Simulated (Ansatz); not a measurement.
System: C$_{4}$H$_{9}$O (charge 0, doublet). It need not be the lowest isomer of its formula. SMILES: [CH](C(C)C)O
Coordinates optimised at B3LYP-D3(BJ)/def2-TZVP (Ansatz, a program for electronic structure):
```
C
H 1 1.0971
C 1 1.4877 2 107.30
O 3 1.3736 1 114.93 2 -51.81
H 4 0.9626 3 109.71 1 -174.40
H 3 1.0874 4 116.76 5 -24.82
C 1 1.5293 2 108.58 3 119.33
H 7 1.0909 1 111.35 2 -58.89
H 7 1.0912 8 108.31 1 -121.99
H 7 1.0935 8 107.99 9 -116.23
C 1 1.5412 2 107.31 3 -120.47
H 11 1.0900 1 110.79 2 62.25
H 11 1.0927 12 108.40 1 121.67
H 11 1.0930 12 108.24 13 116.99
```
Charge 0, spin multiplicity 2.

Atomisation energy built up term by term with Ansatz (kcal/mol; UHF references for open shells; valence terms freeze the core; atomic spin-orbit terms are left out). CBS(X,Y): correlation extrapolated as X^-3; Hartree-Fock from the larger set.

| term | basis | kcal/mol |
|---|---|---|
| Hartree-Fock | cc-pVQZ | 966.37 |
| CCSD correlation | CBS(cc-pVTZ,cc-pVQZ) | 311.63 |
| (T) | CBS(cc-pVTZ,cc-pVQZ) | 18.23 |
| core correlation | cc-pwCVTZ | 4.82 |
| scalar relativity (X2C) | cc-pVTZ-DK against cc-pVTZ | -1.02 |
| sum: De |  | 1300.0 |

(T) makes 1.4 % of the CCSD(T) atomisation energy; under 5 % is typical of single-reference molecules.
